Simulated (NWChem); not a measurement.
Isomers of C3H5ClSi, each optimised at PBE0/def2-SVP with NWChem, gas phase unless a solvent is named. Flexible species stand in one conformer each, which need not be the lowest.  Relative energies count from the lowest isomer at each level and are electronic, without zero-point energy, on those geometries.

A: C(#C)[Si@@H](C)Cl
B: C#CC[SiH2]Cl
C: C(=C[SiH3])=CCl
D: ClC1=CC[SiH2]1

Which isomer is lowest, and do the levels agree? Levels: PBE0/def2-SVP; PBE/def2-TZVP; B3LYP/def2-TZVP; PBE0/def2-TZVP; CAM-B3LYP/def2-TZVP; M06-2X/def2-TZVP.

All put A lowest.
```json
[
 {"quantity": "relative energy, PBE0/def2-SVP (kcal/mol)", "A": "0.0", "B": "12.9", "C": "45.3", "D": "24.6"},
 {"quantity": "relative energy, PBE/def2-TZVP (kcal/mol)", "A": "0.0", "B": "14.5", "C": "44.5", "D": "27.1"},
 {"quantity": "relative energy, B3LYP/def2-TZVP (kcal/mol)", "A": "0.0", "B": "15.3", "C": "47.8", "D": "34.6"},
 {"quantity": "relative energy, PBE0/def2-TZVP (kcal/mol)", "A": "0.0", "B": "14.5", "C": "47.8", "D": "27.4"},
 {"quantity": "relative energy, CAM-B3LYP/def2-TZVP (kcal/mol)", "A": "0.0", "B": "15.0", "C": "49.6", "D": "33.7"},
 {"quantity": "relative energy, M06-2X/def2-TZVP (kcal/mol)", "A": "0.0", "B": "14.8", "C": "52.3", "D": "34.2"}
]
```
